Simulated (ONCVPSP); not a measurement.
Which change was made? (B, ONCV)

boron, optimised norm-conserving Vanderbilt (ONCV), made with ONCVPSP 4.0.1 (PW91, scalar-relativistic). Core [He], reference 2s2 2p1. Waves: 2s: rc 1.20 bohr, ncon 5, nbas 10, qcut 4.4 1/bohr, 2 projectors, debl 2.6 Ha; 2p: rc 2.80 bohr, ncon 4, nbas 8, qcut 3.8 1/bohr, 2 projectors, debl 0.4 Ha. Local part: polynomial inside 0.90 bohr (lpopt 5, dvloc0 3 Ha). Core correction: Teter function, fcfact 2.75, rcfact 1.3.

Cutoffs, loose and tight: the cutoffs (Ha) at which the residual kinetic energy of the hardest occupied pseudo-wave falls to 1 and 0.1 mHa per electron. They do not see the model core or the augmentation charge, which bear on the density cutoff. Test errors are all-electron minus pseudo excitation energies from the reference, over the configurations 2s2 2p0; 2s1 2p0; 2s2 2p0.5; 2s1 2p1; variants that change the core or the reference have their own tests.

The base gives: outcome: generated; cutoff, loose: 12 Ha; cutoff, tight: 54 Ha; bound ghosts: none; GHOST(+) flags above zero: none; largest test error (meV): +307.

(1) After one change the result is: outcome: generated; cutoff, loose: 12 Ha; cutoff, tight: 54 Ha; bound ghosts: none; GHOST(+) flags above zero: none; largest test error (meV): +395. Which change was it?
A. p: qcut 3.2
B. p: qcut 2.4
C. p: qcut 4.8

Results:

(1) A. The others give: p: qcut 2.4 → outcome: generated; cutoff, loose: 22 Ha; cutoff, tight: 54 Ha; bound ghosts: none; GHOST(+) flags above zero: none; largest test error (meV): +561 | p: qcut 4.8 → outcome: generated; cutoff, loose: 12 Ha; cutoff, tight: 54 Ha; bound ghosts: none; GHOST(+) flags above zero: none; largest test error (meV): +221.
